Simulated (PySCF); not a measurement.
Species: isocyanopentafluorobenzene, C₇F₅N.
Atom-mapped SMILES: `[C-:1]#[N+:2][c:3]1[c:4]([F:5])[c:6]([F:7])[c:8]([F:9])[c:10]([F:11])[c:12]1[F:13]`

The same species was optimised twice, with GFN2-xTB and with PBE0-D3(BJ)/def2-SVP (PySCF), and the same property calculations (PySCF, gas phase) were run on both structures.

| coordinate | GFN2-xTB | PBE0-D3(BJ)/def2-SVP | change |
| --- | --- | --- | --- |
| C12–F13 (Å) | 1.331 | 1.314 | -0.017 |
| C4–F5 (Å) | 1.330 | 1.314 | -0.016 |
| C8–F9 (Å) | 1.329 | 1.315 | -0.014 |
| C6–F7 (Å) | 1.330 | 1.317 | -0.013 |
| C10–F11 (Å) | 1.330 | 1.317 | -0.013 |
| C1≡N2 (Å) | 1.166 | 1.178 | +0.012 |
| N2–C3 (Å) | 1.356 | 1.363 | +0.007 |
| C3–C12 (Å) | 1.399 | 1.402 | +0.003 |
| C3–C4 (Å) | 1.399 | 1.401 | +0.002 |
| C8–C10 (Å) | 1.394 | 1.395 | +0.001 |
| C4–C6 (Å) | 1.391 | 1.391 | 0.000 |
| C6–C8 (Å) | 1.394 | 1.394 | 0.000 |
| C10–C12 (Å) | 1.391 | 1.391 | 0.000 |
| C4–C3–C12 (°) | 118.8 | 119.3 | +0.5 |
| C1–N2–C3 (°) | 180.0 | 179.5 | -0.5 |
| C3–C12–F13 (°) | 119.5 | 119.9 | +0.4 |
| C3–C4–F5 (°) | 119.5 | 119.9 | +0.4 |
| C3–C4–C6 (°) | 120.7 | 120.4 | -0.3 |
| C6–C8–C10 (°) | 120.0 | 120.3 | +0.3 |
| C3–C12–C10 (°) | 120.7 | 120.4 | -0.3 |
| N2–C3–C4 (°) | 120.6 | 120.3 | -0.3 |

Rotational constants: A = 1026, B = 792.5, C = 447.2 MHz (GFN2-xTB) against A = 1033, B = 794.5, C = 449.0 MHz (PBE0-D3(BJ)/def2-SVP). Point groups within 0.08 Å: C2v and C2v.

On the GFN2-xTB structure: HOMO (eV) -8.33 [PBE0/pcSseg-1]; LUMO (eV) -2.19 [PBE0/pcSseg-1]; dipole (D) 1.97 [PBE0/pcSseg-1]; GIAO shielding of C1 (ppm) -22.0 [PBE0/pcSseg-1]; GIAO shielding of N2 (ppm) 90.3 [PBE0/pcSseg-1]; GIAO shielding of C3 (ppm) 77.8 [PBE0/pcSseg-1]; GIAO shielding of C4/C12 (mean) (ppm) 31.1 [PBE0/pcSseg-1]; GIAO shielding of F5/F13 (mean) (ppm) 320.4 [PBE0/pcSseg-1]; GIAO shielding of C6/C10 (mean) (ppm) 38.4 [PBE0/pcSseg-1]; GIAO shielding of F7/F11 (mean) (ppm) 343.3 [PBE0/pcSseg-1]; GIAO shielding of C8 (ppm) 34.2 [PBE0/pcSseg-1].

What do these properties become on the PBE0-D3(BJ)/def2-SVP structure?

```json
{"property": "HOMO (eV)", "level": "PBE0/pcSseg-1", "on GFN2-xTB": "-8.33", "on PBE0-D3(BJ)/def2-SVP": "-8.21", "change": "+0.12"}
{"property": "LUMO (eV)", "level": "PBE0/pcSseg-1", "on GFN2-xTB": "-2.19", "on PBE0-D3(BJ)/def2-SVP": "-2.12", "change": "+0.07"}
{"property": "dipole (D)", "level": "PBE0/pcSseg-1", "on GFN2-xTB": "1.97", "on PBE0-D3(BJ)/def2-SVP": "2.03", "change": "+0.06"}
{"property": "energy, GFN2-xTB geometry as zero (kcal/mol)", "level": "PBE0/pcSseg-1", "on GFN2-xTB": "0.0", "on PBE0-D3(BJ)/def2-SVP": "-0.3", "change": "-0.3"}
{"property": "GIAO shielding of C1 (ppm)", "level": "PBE0/pcSseg-1", "on GFN2-xTB": "-22.0", "on PBE0-D3(BJ)/def2-SVP": "-23.9", "change": "-1.9"}
{"property": "GIAO shielding of N2 (ppm)", "level": "PBE0/pcSseg-1", "on GFN2-xTB": "90.3", "on PBE0-D3(BJ)/def2-SVP": "87.3", "change": "-3.0"}
{"property": "GIAO shielding of C3 (ppm)", "level": "PBE0/pcSseg-1", "on GFN2-xTB": "77.8", "on PBE0-D3(BJ)/def2-SVP": "77.4", "change": "-0.4"}
{"property": "GIAO shielding of C4/C12 (mean) (ppm)", "level": "PBE0/pcSseg-1", "on GFN2-xTB": "31.1", "on PBE0-D3(BJ)/def2-SVP": "32.4", "change": "+1.3"}
{"property": "GIAO shielding of F5/F13 (mean) (ppm)", "level": "PBE0/pcSseg-1", "on GFN2-xTB": "320.4", "on PBE0-D3(BJ)/def2-SVP": "324.4", "change": "+4.0"}
{"property": "GIAO shielding of C6/C10 (mean) (ppm)", "level": "PBE0/pcSseg-1", "on GFN2-xTB": "38.4", "on PBE0-D3(BJ)/def2-SVP": "39.7", "change": "+1.3"}
{"property": "GIAO shielding of F7/F11 (mean) (ppm)", "level": "PBE0/pcSseg-1", "on GFN2-xTB": "343.3", "on PBE0-D3(BJ)/def2-SVP": "347.7", "change": "+4.4"}
{"property": "GIAO shielding of C8 (ppm)", "level": "PBE0/pcSseg-1", "on GFN2-xTB": "34.2", "on PBE0-D3(BJ)/def2-SVP": "35.2", "change": "+1.0"}
```

The heavy atoms differ by 0.010 Å rms after alignment. Among bonds between heavy atoms C4–F5 and C12–F13 change most and about equally (-0.017 to -0.016 Å). Changes are differences of the printed values. Neither structure is proved a minimum here.
